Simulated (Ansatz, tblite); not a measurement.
Cost and result up the ladder for `Cn1cccc1-c1ccc(-c2ccc(-c3cccn3C)n2C)n1C` (46 atoms). Total charge 0; singlet. Geometry: PBE-D4/def2-SVP.

Ansatz on 2 threads of AMD EPYC 7R13 on a shared host and a share (18 GiB) of an NVIDIA H100 80GB HBM3; xTB runs through tblite on one thread. Times are rough, summed over both states, and most runs start from the orbitals of an earlier one. PBE0-D4/def2-TZVP serves as the yardstick here, not as an exact answer. The other state is a triplet.

The xTB rows come from tblite. Single mean-field runs in def2-TZVP are fitted with def2-universal-jkfit.

xTB has no spin-polarisation term.

```csv
level,functions,vertical triplet (eV),difference from PBE0-D4/def2-TZVP (eV)
PBE0-D4/def2-TZVP,876,3.23,0.00
GFN2-xTB,118,2.99,-0.24
PBE-D4/def2-TZVP (with forces),876,2.88,-0.35
GFN1-xTB,140,2.93,-0.30
```

Question: Estimate how long each takes.

Answer: GFN2-xTB 0.35 s; GFN1-xTB 0.5 s; PBE-D4/def2-TZVP (with forces) 23 s; PBE0-D4/def2-TZVP 25 s. On shared hardware such times vary by a factor of up to 3.
